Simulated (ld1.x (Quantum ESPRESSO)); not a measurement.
**An all-electron radial function and its pseudo partner (Mo)**

Columns: radius, all-electron u(r) and pseudo u(r) of the 4d shell (level -3.94 eV) of molybdenum in the configuration [Kr] 4d5 5s1 5p0; LDA (PZ), scalar-relativistic, TM scheme, ld1.x (Quantum ESPRESSO) 7.5.

| r (bohr) | all-electron | pseudo |
| --- | --- | --- |
| 0.210 | 0.3191 | -0.0168 |
| 0.420 | 0.1899 | -0.1159 |
| 0.630 | -0.1853 | -0.3062 |
| 0.840 | -0.4856 | -0.5168 |
| 1.050 | -0.6567 | -0.6674 |
| 1.260 | -0.7263 | -0.7323 |
| 1.470 | -0.7326 | -0.7345 |
| 1.680 | -0.7039 | -0.7040 |
| 1.890 | -0.6580 | -0.6580 |
| 2.100 | -0.6051 | -0.6051 |
| 2.310 | -0.5509 | -0.5509 |
| 2.520 | -0.4985 | -0.4985 |
| 2.730 | -0.4493 | -0.4493 |
| 2.940 | -0.4039 | -0.4039 |
| 3.150 | -0.3624 | -0.3624 |
| 3.360 | -0.3248 | -0.3248 |
| 3.570 | -0.2908 | -0.2908 |
| 3.780 | -0.2602 | -0.2602 |
| 3.990 | -0.2326 | -0.2326 |
| 4.200 | -0.2079 | -0.2079 |
| 4.410 | -0.1857 | -0.1857 |
| 4.620 | -0.1658 | -0.1658 |
| 4.830 | -0.1479 | -0.1479 |
| 5.040 | -0.1320 | -0.1320 |
| 5.250 | -0.1177 | -0.1177 |
| 5.460 | -0.1049 | -0.1049 |

Problem. How many radial nodes do the two functions have?

Solution. The all-electron 4d function has n − l − 1 = 1; the pseudo-wave has 0, since the states of the same l below it are removed with the core.

Problem. At about which radius was the pseudo-wave matched?

Solution. 1.90 bohr. The columns agree to 0.0005 from 1.68 bohr on; several derivatives are matched, so the curves merge somewhat inside the radius.

Problem. Is the pseudo-wave norm-conserving?

Solution. Yes: the TM scheme keeps the norm inside the radius equal to the all-electron one, which fixes the energy derivative of the logarithmic derivative at the level.
